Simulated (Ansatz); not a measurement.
Species: C$_{3}$H$_{6}$OSi, SMILES `CC#C[SiH2]O` (charge 0, multiplicity 1).

Task: Give a relaxed geometry from PBE0-D4/def2-TZVP (Ansatz, a first-principles code).

Result: Several could match; the one computed here: the end point of this relaxation, one of several conformers (outside a Z-matrix the atoms follow the SMILES, hydrogens last).
Cartesian coordinates (Å) in one orientation:
```xyz
11

C      2.392    -0.044     0.745
C      0.999    -0.140     0.365
C     -0.167    -0.223     0.051
Si    -1.914    -0.348    -0.436
O     -2.704     1.080    -0.234
H      2.760    -1.007     1.106
H      2.526     0.690     1.544
H      3.009     0.259    -0.104
H     -1.954    -0.795    -1.854
H     -2.621    -1.321     0.424
H     -2.303     1.861    -0.618
```
